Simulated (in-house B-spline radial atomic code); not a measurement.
The numbers below are computed, except where a source is named.
# C6 from the polarisability at imaginary frequency: Hg

BLYP linear response of the closed shell [Xe] 4f14 5d10 6s2, from an all-electron radial atomic-structure program (B-spline basis); scalar-relativistic (spin-free one-electron X2C), finite nucleus, no spin-orbit coupling; shells from n = 4 respond.

The dispersion coefficient of two like species is C6 = (3/π) ∫ α(iu)² du from 0 to ∞.

```json
{"u (hartree)": "0", "α(iu) (bohr³)": "35.05"}
{"u (hartree)": "0.03", "α(iu) (bohr³)": "34.68"}
{"u (hartree)": "0.07", "α(iu) (bohr³)": "33.16"}
{"u (hartree)": "0.12", "α(iu) (bohr³)": "30.18"}
{"u (hartree)": "0.2", "α(iu) (bohr³)": "24.84"}
{"u (hartree)": "0.3", "α(iu) (bohr³)": "19.3"}
{"u (hartree)": "0.45", "α(iu) (bohr³)": "13.89"}
{"u (hartree)": "0.7", "α(iu) (bohr³)": "9.139"}
{"u (hartree)": "1", "α(iu) (bohr³)": "6.301"}
{"u (hartree)": "1.5", "α(iu) (bohr³)": "3.961"}
{"u (hartree)": "2.5", "α(iu) (bohr³)": "2.046"}
{"u (hartree)": "5", "α(iu) (bohr³)": "0.7405"}
```

(1) Fit one oscillator, α(iu) = α(0)/(1 + u²/ω²), through u = 0.7 and estimate C6.

(2) How does that compare with the full integral?

Results:

(1) From α(0)/α(iu) − 1 = 35.05/9.139 − 1 = 2.8352, ω = u/√2.8352 = 0.4157 hartree (11.3 eV). London's formula gives C6 = (3/4) α(0)² ω = 0.75 × 35.05² × 0.4157 = 383 hartree·bohr⁶, and the oscillator holds f = α(0) ω² = 6.06 electrons, of a sum of oscillator strengths of 58.8.

(2) The program's quadrature over all excitations gives C6 = 342.2, so the single oscillator is off by +11.9 %. At the last point the fit gives α = 0.241 against 0.74: higher excitations, and deeper shells where there are any, keep the true curve higher at large u.
